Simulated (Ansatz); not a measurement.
Total energies of C4H3F5O2 (`COC(=O)C(F)(F)C(F)(F)F`).

```xyz
14

C    -1.996   -1.370    0.188
O    -1.147   -0.233    0.006
C     0.022   -0.488   -0.551
O     0.429   -1.549   -0.913
C     0.854    0.808   -0.671
F     0.091    1.821   -1.113
F     1.846    0.603   -1.541
C     1.489    1.239    0.674
F     2.288    2.279    0.486
F     2.201    0.234    1.176
F     0.551    1.575    1.550
H    -2.896   -0.989    0.662
H    -1.505   -2.107    0.824
H    -2.228   -1.823   -0.776
```

The species carries charge 0 and has multiplicity 1. The geometry is a stationary point of PBE0-D4/def2-TZVP. It is one conformer, not always the lowest. Basis def2-TZVPP, Ansatz 0.2.0.

RPA on PBE orbitals: Hartree–Fock energy of these orbitals -800.34699 Eh, correlation -3.51626 Eh (frozen core).

| functional | energy without D4 (Eh) | D4 term (kJ/mol) |
| --- | --- | --- |
| LDA (SPW92) | -798.65387 | – |
| revPBE | -803.97850 | -109.3 |
| BLYP | -804.13025 | -71.6 |
| r2SCAN | -803.89289 | -8.8 |
| PBE0 | -803.43780 | -27.4 |
| r2SCANh | -803.84607 | -9.2 |
| r2SCAN0 | -803.77892 | -10.0 |
| HSE06 (plane-wave form) | -803.40391 | -25.3 |
| CAM-B3LYP | -804.01654 | -27.3 |
| LC-ωPBE | -803.78798 | – |
| ωB97X-V | -803.99310 | – |
| ωB97M-V | -804.04675 | – |
| B2PLYP | -803.75841 | – |
| PBE-QIDH | -803.33164 | – |

Give the same for PBE, B97M-V, B3LYP, BHLYP. (Estimate.)

The calculation gave: 
| functional | energy without D4 (Eh) | D4 term (kJ/mol) |
| --- | --- | --- |
| PBE | -803.43876 | -32.4 |
| B97M-V | -804.02841 | – |
| B3LYP | -804.23966 | -51.1 |
| BHLYP | -803.89459 | -35.0 |

B3LYP takes the VWN-RPA correlation (the form of Gaussian; ORCA's B3LYP/G). HSE06 is the plane-wave form, built on full-range PBE exchange. The double hybrids freeze the cores in their second-order part.

LC-ωPBE has ω = 0.4 bohr⁻¹.
